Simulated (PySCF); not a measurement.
BPb⁻ at UHF-CCSD(T)

Computed with UHF-CCSD(T); PySCF, scalar-relativistic core potentials, basis sets B aug-cc-pVDZ, Pb aug-cc-pVDZ-PP with ECP60.

| Property | Result |
| --- | --- |
| state | ³Π (triplet), unpaired electrons σ ↑, π ↑ |
| bond length | 2.242 Å |
| harmonic wavenumber | 506 cm⁻¹ |
| force constant | 1.58 mdyn/Å |
| rotational constant Be | 0.3207 cm⁻¹ |
| anharmonicity ωexe | 2.22 cm⁻¹ |
| vibration–rotation constant αe | 0.00264 cm⁻¹ |
| well depth De to B + Pb⁻ | 2.13 eV |
| dissociation energy D0 | 2.10 eV |

Correlated steps freeze 5 core orbitals. Correlated levels converge slowly with the basis: in double zeta they bind strong bonds too weakly, by up to about 1 eV, and carry superposition errors of some tenths. Spin–orbit coupling is left out, which matters for elements this heavy, above all for dissociation energies. For an ion De counts to the pair picked by the measured ionisation energies or electron affinities, which need not be the lowest pair at this level. The state is the lowest determinant that a PBE0 search found; another state may lie lower at other levels.
